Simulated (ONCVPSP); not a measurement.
## lithium: variants of one ONCV potential

Base potential:

Li (Z = 3), optimised norm-conserving Vanderbilt (ONCV), made with ONCVPSP 4.0.1 (PBE, fully relativistic). Core none, reference 1s2 2s1. Waves: 1s+2s: rc 1.25 bohr, ncon 3, nbas 6, qcut 10.5 1/bohr, 2 projectors; p scattering state at 0.35 Ha: rc 1.10 bohr, ncon 4, nbas 8, qcut 7.4 1/bohr, 1 projector; d scattering state at 0.14 Ha: rc 1.30 bohr, ncon 3, nbas 6, qcut 7.4 1/bohr, 3 projectors, debl 2.8 Ha. Local part: polynomial inside 0.70 bohr (lpopt 3, dvloc0 0 Ha). Core correction: none.

Open shells are filled in proportion to 2j + 1.

All-electron outer shells of the reference configuration (PBE, scalar-relativistic, ld1.x):

```json
{"shell": "1s", "level (eV)": "-51.85", "outermost node (bohr)": "–", "outermost maximum (bohr)": "0.36"}
{"shell": "2s", "level (eV)": "-2.87", "outermost node (bohr)": "0.83", "outermost maximum (bohr)": "3.12"}
```

Cutoffs, loose and tight: the cutoffs (Ha) at which the residual kinetic energy of the hardest occupied pseudo-wave falls to 1 and 0.1 mHa per electron. They do not see the model core or the augmentation charge, which bear on the density cutoff. Test errors are all-electron minus pseudo excitation energies from the reference, over the configurations 1s2 2s0; 1s2 2s0.5; 1s2 2s0 2p1; 1s1 2s1. A dash means not determined; rows that change the core or the reference have their own tests.

| change | outcome | cutoff, loose | cutoff, tight | bound ghosts | GHOST(+) flags above zero | largest test error (meV) |
| --- | --- | --- | --- | --- | --- | --- |
| base | generated | 36 Ha | 43 Ha | none | none | +1075 |
| s: rc 0.92 | generated | 46 Ha | 54 Ha | none | none | +620 |
| local potential polynomial inside 0.95 bohr (lpopt 4, dvloc0 -1 Ha) | generated | 36 Ha | 43 Ha | none | none | +1075 |
| functional LDA (Perdew-Wang 92) | generated | 36 Ha | 43 Ha | none | none | +996 |
| reference 1s2; wave 1s+2s: rc 1.25 bohr, ncon 3, nbas 6, qcut 10.5 1/bohr, 2 projectors becomes 1s: rc 1.25 bohr, ncon 3, nbas 6, qcut 10.5 1/bohr, 2 projectors, debl 3.1 Ha | generated | 36 Ha | 43 Ha | none | none | +1031 |
| all radii scaled by about 1.20 (s 1.50, p 1.32, d 1.56 bohr); local potential polynomial inside 0.84 bohr (lpopt 3, dvloc0 0 Ha) | generated | 28 Ha | 33 Ha | none | none | +1682 |
| s: qcut 10.2; p: qcut 7.2; d: qcut 7.2 | generated | 35 Ha | 41 Ha | none | none | +1146 |
| s: qcut 9 | generated | 30 Ha | 35 Ha | none | none | +1385 |
| d: nproj 2 | generated | 36 Ha | 43 Ha | none | none | +1075 |

Task: What comes out with this change to the base: s: nbas 7?

Result: outcome: generated; cutoff, loose: 35 Ha; cutoff, tight: 42 Ha; bound ghosts: none; GHOST(+) flags above zero: none; largest test error (meV): +1121.

Task: What comes out with this change to the base: s: rc 1.32?

Result: outcome: generated; cutoff, loose: 34 Ha; cutoff, tight: 41 Ha; bound ghosts: none; GHOST(+) flags above zero: none; largest test error (meV): +1214.
